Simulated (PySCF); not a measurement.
Calculation: PBE-D3(BJ)/def2-TZVP // PBE-D3(BJ)/def2-SVP in PySCF. Isolated molecules, 0 K electronic values unless said otherwise. Excitations are Tamm–Dancoff values on a coarser integration grid. The basis has no diffuse functions, so Rydberg states are missing or too high.

Reference species (SMILES): `c1c2ccc(c(c2sc1)C#N)[SiH3]` (neutral, multiplicity 1).

```
Property               Result
-------------------  --------
T1 excitation (TDA)   2.81 eV
HOMO–LUMO gap         3.13 eV
HOMO                 -6.01 eV
S1–T1 gap (TDA)       0.84 eV
```

Changed species: `N#Cc1cc(cc2ccsc21)[SiH3]`.

### Question
What does the change do to the T1 excitation (TDA), HOMO–LUMO gap, HOMO and S1–T1 gap (TDA)?

### Answer
the T1 excitation (TDA) increases by 0.11 eV, to 2.92 eV; the HOMO–LUMO gap increases by 0.13 eV, to 3.26 eV; the HOMO falls by 0.05 eV, to -6.06 eV; the S1–T1 gap (TDA) hardly moves.
